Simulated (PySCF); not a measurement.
**SMILES Cc1cc(F)c([SiH3])nn1, C5H7FN2Si**

Geometry:
```csv
atom,x (Å),y (Å),z (Å)
C1,-2.852,-0.812,-0.152
C2,-1.403,-0.461,-0.087
C3,-0.980,0.855,0.145
C4,0.379,1.048,0.184
F5,0.889,2.277,0.400
C6,1.250,-0.030,-0.002
Si7,3.135,0.160,0.038
N8,0.745,-1.234,-0.214
N9,-0.536,-1.444,-0.256
H10,-3.345,-0.559,0.785
H11,-2.955,-1.877,-0.338
H12,-3.339,-0.256,-0.951
H13,-1.678,1.667,0.285
H14,3.482,0.709,1.351
H15,3.710,-1.157,-0.191
H16,3.490,1.123,-1.008
```

Computed with GIAO BHandHLYP/pcSseg-1 magnetisability, rotational g tensor and spin-rotation constants, non-relativistic, gas phase in PySCF. Geometry: GFN2-xTB.

Problem. Give the nuclear spin-rotation constants along the inertial axes (H = +C I·J) beside the isotropic shieldings.

Solution. Rotational constants 2.8152, 0.9643, 0.7275 GHz. A star marks the isotopologue with that one atom substituted, in its own axes.
| atom | isotope | Caa (kHz) | Cbb (kHz) | Ccc (kHz) | mean (kHz) | σ (ppm) |
| --- | --- | --- | --- | --- | --- | --- |
| F5 | 19F | 2.966 | 1.132 | 0.377 | 1.492 | 311.5 |
| N8 | 14N | 1.301 | 0.248 | 0.026 | 0.525 | -246.8 |
| N9 | 14N | 1.118 | 0.242 | 0.026 | 0.462 | -192.9 |
| H10 | 1H | -0.212 | -0.084 | -0.011 | -0.103 | 29.0 |
| H11 | 1H | -0.174 | 0.004 | -0.080 | -0.083 | 28.6 |
| H12 | 1H | -0.212 | -0.084 | -0.011 | -0.103 | 29.0 |
| H13 | 1H | -0.215 | 0.069 | -0.079 | -0.075 | 24.7 |
| H14 | 1H | -0.179 | -0.071 | 0.000 | -0.083 | 27.3 |
| H15 | 1H | -0.226 | 0.036 | -0.069 | -0.086 | 27.2 |
| H16 | 1H | -0.179 | -0.071 | 0.000 | -0.083 | 27.3 |
| C1 | 13C* | 0.363 | 0.145 | 0.124 | 0.211 | 162.2 |
| C2 | 13C* | 1.584 | 0.387 | 0.107 | 0.693 | 17.8 |
| C3 | 13C* | 0.909 | 0.420 | 0.086 | 0.472 | 69.3 |
| C4 | 13C* | 1.136 | 0.507 | 0.167 | 0.603 | 6.8 |
| C6 | 13C* | 1.507 | 0.379 | 0.102 | 0.663 | 28.3 |
| Si7 | 29Si* | -1.470 | -0.495 | -0.412 | -0.792 | 429.4 |

For the geometry as given, no vibrational averaging.
